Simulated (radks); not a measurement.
Question: The mean radii <r> (bohr) of the occupied orbitals of an atom or ion are listed with their occupations. All-electron calculation, Dirac Kohn-Sham, PBE, spin-unpolarised, spherical densities, finite nucleus; Fermi nuclear charge, rms radius of each element as measured or else 0.836 A^(1/3) + 0.57 fm. Program: a radial shooting solver on a logarithmic mesh with Libxc functionals.

orbital      occ.     <r>
1s1/2           2  0.1036
2s1/2           2  0.5190
2p1/2           2  0.4827
2p3/2           4  0.4849
3s1/2           2   1.743
3p1/2    0.333333   1.968
3p3/2    0.666667   1.973

Name the element and its charge. Open shells, if any, are shared by 2j + 1.

Answer: Z = 15, phosphorus, charge +2: P2+ in [Ne] 3s2 3p1. The 1s radius gives Z: for a bare nucleus <r> = (2 gamma + 1)/(2Z) with gamma = sqrt(1 - (Z/c)^2), 0.0996 bohr for Z = 15, and screening makes it slightly larger (0.1036 here). The occupations add up to 13, and the charge is Z minus that.
